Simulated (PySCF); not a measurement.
Compound: C₆H₁₁FOSi.
Z-matrix (Å and degrees, GFN2-xTB geometry), rows numbered from 1:
```
C 
C   1  1.3239
C   2  1.5005  1  121.51
C   2  1.4969  1  124.92  3   179.78
C   4  1.5325  2  116.67  1     2.90
C   5  1.5297  4  106.80  2  -164.25
O   6  1.4159  5  109.31  4    38.19
Si  7  1.6223  6  114.71  5   -19.03
F   8  1.6116  4  113.62  2   -95.35
H   1  1.0750  2  123.28  3   179.24
H   1  1.0768  2  121.07  3    -0.43
H   3  1.0898  2  110.19  1   119.60
H   3  1.0893  2  110.32  1  -121.82
H   3  1.0864  2  111.10  1    -1.22
H   4  1.0988  2  107.20  1   124.54
H   5  1.0906  4  109.15  2   -47.49
H   5  1.0900  4  112.70  2    73.60
H   6  1.0950  5  110.89  4   -80.78
H   6  1.0928  5  112.00  4   157.58
H   8  1.4444  4  119.72  2    31.84
```

NICS is the negative of the GIAO shielding at a point without a nucleus: at the ring centre (0) and 1 Å above and below it (1); zz is the component along the ring normal. Level: GIAO PBE0/pcSseg-1 (PySCF, non-relativistic, gas phase) on the GFN2-xTB geometry, one conformer.

Ring bond lengths (Å), with Mayer bond orders in brackets: C4–C5 1.533 (1.01), C5–C6 1.530 (1.04), C6–O7 1.416 (0.87), O7–Si8 1.622 (1.03), Si8–C4 1.911 (0.84).

**Question.** Give the NICS values of each ring in ppm.

**Answer.** 
```tsv
ring	type	NICS(0)	NICS(1), two faces	NICS(1)zz, two faces	rms pucker (Å)	centre to ring atoms, mean (Å)
C4–C5–C6–O7–Si8	5-membered ring with O and Si; formal bonds all single	-5.3	-3.6 / -2.5	-2.0 / -0.9	0.17	1.34
```

**Question.** What can be read from them?

**Answer.** 
- C4–C5–C6–O7–Si8: mean NICS(1)zz -1.5 ppm, near zero. C4, C5, C6, Si8 have four or more neighbours; no verdict on aromaticity is drawn.

**Question.** List the ring angles and the Hirshfeld charges of the ring atoms.

**Answer.** 
- C4–C5–C6–O7–Si8: C4 99.7° (-0.114 e), C5 106.8° (-0.074 e), C6 109.3° (+0.011 e), O7 114.7° (-0.237 e), Si8 94.9° (+0.483 e); sum 525.4° against 540° for a flat convex ring.

**Question.** How shielded are the nuclei of the rings and their hydrogens (means over atoms taken as equivalent)?

**Answer.** 
| atoms | environment | σ isotropic (ppm) | principal values of the symmetric part, first atom (ppm) |
| --- | --- | --- | --- |
| C4 | sp3 carbon bound to silicon | 147.2 | 133.2, 143.9, 164.4 |
| C5 | ring CH2 carbon | 153.7 | 129.3, 160.8, 171.0 |
| C6 | sp3 carbon bound to oxygen | 116.9 | 82.6, 106.6, 161.5 |
| O7 | silyl ether oxygen | 259.5 | 184.9, 259.0, 334.6 |
| Si8 | fluorine-bound silicon | 345.3 | 313.9, 351.1, 371.0 |
| H15 | methine hydrogen | 29.76 | 26.3, 29.2, 33.8 |
| H16 | methylene hydrogen | 29.63 | 24.7, 29.7, 34.5 |
| H17 | methylene hydrogen | 29.78 | 25.7, 27.4, 36.3 |
| H18 | methylene hydrogen | 27.38 | 22.5, 26.2, 33.4 |
| H19 | methylene hydrogen | 27.30 | 22.5, 26.3, 33.1 |
| H20 | Si–H hydrogen | 26.93 | 23.8, 24.3, 32.7 |
